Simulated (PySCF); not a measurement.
**Where the electron goes**

C₄H₁₀ClFSi.
Atom-mapped SMILES: `[CH3:1][CH2:2][CH2:3][Si@H:4]([F:5])[CH2:6][Cl:7]` (hydrogens: H8, H9, H10 on C1; H11, H12 on C2; H13, H14 on C3; H15 on Si4; H16, H17 on C6)

Computed with TDDFT wB97X-D/def2-SVPD, vertical, gas phase, core orbitals frozen in the response in PySCF. Isolated species at its GFN2-xTB geometry (one conformer only). Torsions of this conformer, `[CH3:1][CH2:2][CH2:3][Si@H:4]([F:5])[CH2:6][Cl:7]`: C1–C2–C3–Si4 -178°, C2–C3–Si4–F5 58°, C3–Si4–C6–Cl7 -61°.

Frontier orbitals with the atoms that hold most of them (Löwdin shares over 4%, at most four atoms; ? is withheld):

| orbital | ε (eV) | atoms |
| --- | --- | --- |
| LUMO+2 | 2.42 | Cl7 19%, Si4 15%, C6 9%, H15 8% |
| LUMO+1 | 2.20 | Cl7 17%, Si4 14%, C6 10%, C1 9% |
| LUMO | 1.69 | ? |
| HOMO | ? | Cl7 49%, C6 21%, Si4 10%, C3 7% |
| HOMO-1 | -10.60 | ? |
| HOMO-2 | -10.71 | Cl7 31%, C3 17%, Si4 13%, C1 8% |
| HOMO-3 | -11.55 | C2 28%, C1 15%, H12 12%, H11 11% |

Question: Give the leading atoms of the HOMO-1.

Answer: Cl7 (bonded to C) 55%; C6 (bonded to Cl, Si and 2 H) 11%; C3 (bonded to C, Si and 2 H) 7%; Si4 (bonded to 2 C, F and H) 6%. By element: chlorine 55%, carbon 19% or more, silicon 6%.

Question: Give the leading atoms of the LUMO.

Answer: Cl7 (bonded to C) 35%; Si4 (bonded to 2 C, F and H) 19%; C6 (bonded to Cl, Si and 2 H) 16%; F5 (bonded to Si) 8%.

Question: What is the HOMO energy, and the HOMO–LUMO gap?

Answer: ε(HOMO) = -10.07 eV; the gap is 11.76 eV (0.4321 hartree).

Question: The HOMO–LUMO gap is 11.76 eV. Where does the response calculation put the lowest singlet, and from which orbitals?

Answer: S1 is at 6.85 eV (f = 0.011), 4.91 eV below the gap, made of HOMO→LUMO (84%). Without the coupling terms of the response equations the lowest excitation would equal the gap.

Next come S2 at 7.31 eV (f 0.0047), HOMO-1→LUMO (62%), HOMO-2→LUMO (19%); S3 at 7.81 eV (f 0.0045), HOMO→LUMO+2 (37%), HOMO→LUMO+1 (36%), HOMO→LUMO+4 (10%); S4 at 7.98 eV (f 0.014), HOMO-2→LUMO (46%), HOMO-1→LUMO (15%), HOMO→LUMO+1 (13%); S5 at 8.33 eV (f 0.010), HOMO-1→LUMO+1 (44%), HOMO-1→LUMO+2 (22%), HOMO-2→LUMO+1 (12%).
